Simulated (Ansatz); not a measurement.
Frontier orbitals of `F[SiH2]I`.

```tsv
atom	x (Å)	y (Å)	z (Å)
F1	0.903	-0.639	-1.198
Si2	-0.033	-0.188	0.009
I3	0.086	2.218	0.257
H4	0.467	-0.822	1.245
H5	-1.422	-0.569	-0.313
```

Charge 0, multiplicity 1. Correlated methods include outer-core shells of I, which these sets cover unevenly. I takes the def2 core potential. Geometry: relaxed with PBE0-D4/def2-TZVP. Basis def2-TZVPP, the Gaussian-basis code of Ansatz.

Orbital energies of one run (eV). Highest occupied ones, from the top: -7.57, -7.74, -9.31, -9.96, -12.46, -12.74, -12.82, -15.50, -19.47, -33.23, -52.32, -52.32, -52.49, -52.50. Empty: -0.92, -0.62, 0.82, 1.13, 3.03, 3.37.

**Question.** Which functional gave them?
A. BHLYP
B. HSE06 (plane-wave form)
C. B97M-V
D. PBE

**Answer.** B. HOMO energies: HSE06 -7.57, PBE -6.81, BHLYP -8.93, B97M-V -7.13 eV.
